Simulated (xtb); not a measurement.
C5H7F, SMILES C1C(=CF)CC1. All values are semi-empirical tight-binding results from xtb (GFN2-xTB unless named), good for trends rather than for accurate numbers. The structure is a stationary point at GFN2-xTB.

Task: Estimate the properties. (An estimate is asked for; the answer gives what the named calculation found.)

Result: 
```yaml
point_group_as_xtb_finds_it: Cs
orbital_gap: 5.08 eV
dipole_moment: 2.52 D
zero_point_energy: 66.3 kcal/mol
G − E(el) at 298.15 K (modified RRHO): 47.6 kcal/mol
static polarisability (D4 model): 57.6 bohr³
solvation energy, GFN2-xTB/ALPB(water): -2.1 kcal/mol
solvation energy, GFN2-xTB/ALPB(acetone): -5.2 kcal/mol
```

Computed IR lines (harmonic; lines under 4 % of the strongest left out, lines within 3 cm⁻¹ merged):
ν (cm⁻¹): 384 (w), 487 (w), 773 (w), 1030 (w), 1039 (w), 1096 (vs), 1158 (w), 1258 (w), 1280 (m), 1781 (m), 2983 (m), 3001 (w), 3005 (m), 3026 (m), 3032 (m), 3078 (m) (against the strongest line: vs over 80 %, s over 45 %, m over 15 %, w over 4 %, vw less)
